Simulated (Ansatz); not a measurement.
Input for Ansatz (a quantum-chemistry and plane-wave program): U-CCSD(T)/def2-TZVPP on CdFI (SMILES [F][Cd][I]), a point of a bond scan (R = 6.977 Å). Elements past Kr take the def2 small-core potentials; no spin–orbit coupling. The run froze 14 orbitals, filled d shells among them.

Ansatz 0.2 input:
```yaml
crystal:
  periodic: [false, false, false]
  atoms:
    - {symbol: Cd, position_ang: [-0.00000000, -0.00000000, -1.08526849]}
    - {symbol: F, position_ang: [-0.00000000, -0.00000000, -3.03871967]}
    - {symbol: I, position_ang: [0.00000000, 0.00000000, 5.89196934]}
basis:
  gaussian:
    orbitals: def2-TZVPP
correlation: {method: ccsd_t, electrons: outside_noble_gas}
scf: {omitted_lower_state_checks: [cluster_reference]}
magnetization: {spin_polarized: true, initial_magnetization: 0}
```

The log:

```
WARN ansatz: RAYON_NUM_THREADS=1 ignored (pool sized by the plan → 1); use --threads N
Functional definition: HF
these checks for a lower state are left out or cut short: cluster_reference
integrals: 0.41 GiB planned
1081 factors; integrals over basis functions are off by at most 1.5e-3 eV
mean field: 0.59 GiB planned
mean field evaluation 1: about -15313.5872 eV, gradient 2.7e1 eV
mean field evaluation 2: about -15313.5916 eV, gradient 2.7e1 eV
mean field evaluation 4: about -15315.5934 eV, gradient 1.3e1 eV
mean field evaluation 8: about -15317.1169 eV, gradient 3.1e0 eV
mean field evaluation 16: about -15317.2073 eV, gradient 2.4e-2 eV
mean field evaluation 32: about -15320.2548 eV, gradient 3.9e-2 eV
mean field evaluation 64: about -15320.2592 eV, gradient 1.0e-1 eV
mean field evaluation 96: about -15311.0543 eV, gradient 1.7e0 eV
mean field evaluation 128: about -15311.3438 eV, gradient 3.5e1 eV
mean field evaluation 160: about -15320.2594 eV, gradient 3.7e-3 eV
mean field evaluation 192: about -15320.2578 eV, gradient 1.2e-1 eV
mean field evaluation 224: about -15320.2594 eV, gradient 5.6e-3 eV
mean field evaluation 256: about -15320.2548 eV, gradient 4.3e-6 eV
mean field evaluation 288: about -15317.2068 eV, gradient 1.9e-1 eV
mean field -15320.25937532 eV, -563.0091475984 hartree, gradient 1.2e-9 eV, S^2 1.013823; 20 other end points of the search recorded, 0 dependent functions left out
14 core orbitals not correlated
reference -15320.25937532 eV, -563.0091475984 hartree; 13, 13 occupied and 110, 110 virtual orbitals, 1081 factors
second order -21.57548602 eV of doubles, -0.00000000 eV of singles
coupled cluster: 1.21 GiB planned
cycle   1  -20.72614727 eV  change    8.5e-1 eV  update   1.1e-1
cycle   2  -21.14021009 eV  change   -4.1e-1 eV  update   4.0e-2
cycle   3  -21.26520992 eV  change   -1.2e-1 eV  update   2.6e-2
cycle   4  -21.25723670 eV  change    8.0e-3 eV  update   1.0e-2
cycle   5  -21.24891402 eV  change    8.3e-3 eV  update   5.3e-3
cycle   6  -21.25229016 eV  change   -3.4e-3 eV  update   2.5e-3
cycle   7  -21.25360319 eV  change   -1.3e-3 eV  update   9.8e-4
cycle   8  -21.25340124 eV  change    2.0e-4 eV  update   3.8e-4
cycle   9  -21.25355720 eV  change   -1.6e-4 eV  update   1.6e-4
cycle  10  -21.25360280 eV  change   -4.6e-5 eV  update   4.7e-5
cycle  11  -21.25354824 eV  change    5.5e-5 eV  update   1.9e-5
cycle  12  -21.25355781 eV  change   -9.6e-6 eV  update   8.9e-6
coupled cluster: 1.21 GiB planned
perturbative correction -0.65252986 eV, -0.0239800300 hartree
Total energy: -15342.16546299 eV, -563.8141814718 hartree
Checks for a lower state left out: cluster_reference
```

The calculation finished and met its thresholds. Its determinant has ⟨S²⟩ = 1.01, a mixture of spin states.

Cost: about 90 core-seconds (a rough figure).
